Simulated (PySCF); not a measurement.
Fractional electron number in Ga²⁺ (gallium, charge +2)

The 4s alpha orbital of [Ar] 3d10 4s1 is emptied in steps (occupation f), with all orbitals relaxed, ending at [Ar] 3d10. All numbers are calculated (PySCF 2.14, scalar relativity by spin-free X2C-1e, in jorge-DZP-DKH (8s6p2d1f, 43 functions)). The exact energy is a straight line in f; departures are measured from the line between the end points of the same method.

Q: Among UHF, LDA, PBE, PBE0, r2SCAN, LC-wPBE, BHandHLYP, r2SCAN0, which shows the largest delocalisation error (convex curve), and which is closest to linear?

A: Most convex: PBE (-1.233 eV at f = 0.5); closest to linear: UHF (0.020 eV).

| f | UHF (eV) | LDA (eV) | PBE (eV) | PBE0 (eV) | r2SCAN (eV) | LC-wPBE (eV) | BHandHLYP (eV) | r2SCAN0 (eV) |
| --- | --- | --- | --- | --- | --- | --- | --- | --- |
| 1 | 0.000 | 0.000 | 0.000 | 0.000 | 0.000 | 0.000 | 0.000 | 0.000 |
| 0.9 | 0.007 | -0.440 | -0.443 | -0.326 | -0.388 | -0.065 | -0.231 | -0.288 |
| 0.7 | 0.017 | -1.022 | -1.035 | -0.760 | -0.902 | -0.150 | -0.540 | -0.668 |
| 0.5 | 0.020 | -1.209 | -1.233 | -0.905 | -1.061 | -0.178 | -0.646 | -0.784 |
| 0.3 | 0.017 | -1.006 | -1.036 | -0.760 | -0.883 | -0.153 | -0.548 | -0.651 |
| 0.1 | 0.007 | -0.424 | -0.441 | -0.323 | -0.373 | -0.069 | -0.238 | -0.274 |
| 0 | 0.000 | 0.000 | 0.000 | 0.000 | 0.000 | 0.000 | 0.000 | 0.000 |

```csv
method,E(f=0) − E(f=1) (eV),−ε at f=1 (eV),−ε at f=0.5 (eV)
UHF,29.562,29.644,29.561
LDA,31.684,26.793,31.728
PBE,31.377,26.461,31.371
PBE0,31.036,27.415,31.037
r2SCAN,31.073,26.758,31.136
LC-wPBE,31.000,30.264,30.990
BHandHLYP,30.959,28.402,30.938
r2SCAN0,30.885,27.688,30.938
```

Reference removal energy between the ground levels: 30.726 eV (measured; NIST Atomic Spectra Database, ionization energies). UHF lacks correlation.
